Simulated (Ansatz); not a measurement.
System: Si₂H₃F₂, charge 0, multiplicity 2. SMILES: F[SiH][SiH2]F
Geometry: optimised at B3LYP-D3(BJ)/def2-TZVP (Ansatz, a first-principles code).

Wanted: atomisation energy, in kcal/mol. Set-up: six Cartesian d functions in 6-31G* and its kin unless marked 5d; no dispersion term unless named; non-relativistic; frozen cores in correlated levels; atomisation electronic, to ground-state atoms; spin-orbit terms left out; UHF or UKS for open shells. CBS(X,Y): correlation extrapolated as X^-3; Hartree-Fock from the larger set. First-principles rows: single points at B3LYP-D3(BJ) geometries (Ansatz).

```tsv
species	coefficient	E at B3LYP/6-31G* (Ansatz), Eh	E at B3LYP/def2-TZVPD (Ansatz), Eh
F[SiH][SiH2]F	-1	-780.52412	-780.69572
F atom	+2	-99.71553	-99.77110
H atom	+3	-0.50027	-0.50215
Si atom	+2	-289.37173	-289.39218
```

Coupled cluster (Ansatz) is a level with limits of its own, used here on species with T1 under 0.025 (0.045 for open shells) and stable references: CCSD(T)/CBS(aug-cc-pV(T+d)Z,aug-cc-pV(Q+d)Z). Value to compare with, CCSD(T)/CBS(aug-cc-pV(T+d)Z,aug-cc-pV(Q+d)Z) (Ansatz): 553.0 kcal/mol. 1 Eh = 627.5095 kcal/mol.

Task: Work the quantity out at each level, and compare with CCSD(T)/CBS(aug-cc-pV(T+d)Z,aug-cc-pV(Q+d)Z) (Ansatz).

Result: 
- B3LYP/6-31G*: the sum of coefficient times E is 0.84879 Eh, or 532.62 kcal/mol. Result: 532.6 kcal/mol. Its difference against CCSD(T)/CBS(aug-cc-pV(T+d)Z,aug-cc-pV(Q+d)Z) (Ansatz) is -20.4 kcal/mol.
- B3LYP/def2-TZVPD: the sum of coefficient times E is 0.86271 Eh, or 541.36 kcal/mol. Result: 541.4 kcal/mol. Its difference against CCSD(T)/CBS(aug-cc-pV(T+d)Z,aug-cc-pV(Q+d)Z) (Ansatz) is -11.6 kcal/mol.
